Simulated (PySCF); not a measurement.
Compound: C₄H₁₂BNO₂Si.
Atom-mapped SMILES: `[OH:1][B:2]([OH:3])[C@@H:4]1[CH2:5][CH2:6][N:7]([SiH3:8])[CH2:9]1` (hydrogens: H10 on O1; H11 on O3; H12 on C4; H13, H14 on C5; H15, H16 on C6; H17, H18, H19 on Si8; H20, H21 on C9)

The closed-shell ground state was solved at several levels (PySCF, density fitting, gas phase, non-relativistic). One conformer (not necessarily the lowest) at the PBE0-D3(BJ)/def2-SVP geometry, without solvent, vibrations or thermal averaging.

| level | basis functions | total energy (Eh) | HOMO (eV) | LUMO (eV) | gap (eV) | dipole (D) |
| --- | --- | --- | --- | --- | --- | --- |
| wB97X-D/def2-SVPD | 286 | -678.8366 | -8.23 | 1.40 | 9.63 | 1.11 |
| HF/pcSseg-1 | 220 | -676.2953 | -9.60 | 3.50 | 13.10 | 1.18 |

(1) What might PBE0/pcSseg-1 (220 basis functions) give for the same quantities?

(2) Over all these levels, which gives the widest orbital gap and which the narrowest?

(3) How far do the dipole and the HOMO energy spread over the levels?

Answers

(1) Total energy -678.6855 Eh, HOMO -6.35 eV, LUMO 0.49 eV, gap 6.84 eV, dipole 1.22 D.

(2) HF/pcSseg-1 (Hartree–Fock, all exact exchange) has the widest, 13.10 eV, and PBE0/pcSseg-1 (global hybrid, 25 % exact exchange) the narrowest, 6.84 eV. The two share the basis. From the narrowest to the widest the HOMO moves by -3.25 eV and the LUMO by +3.01 eV.

(3) The dipole runs from 1.11 to 1.22 D (mean 1.17 D) and the HOMO from -9.60 to -6.35 eV.

The pairwise dispersion term of wB97X-D wasn't added to the energies; at a given geometry it leaves orbitals and properties as they are.
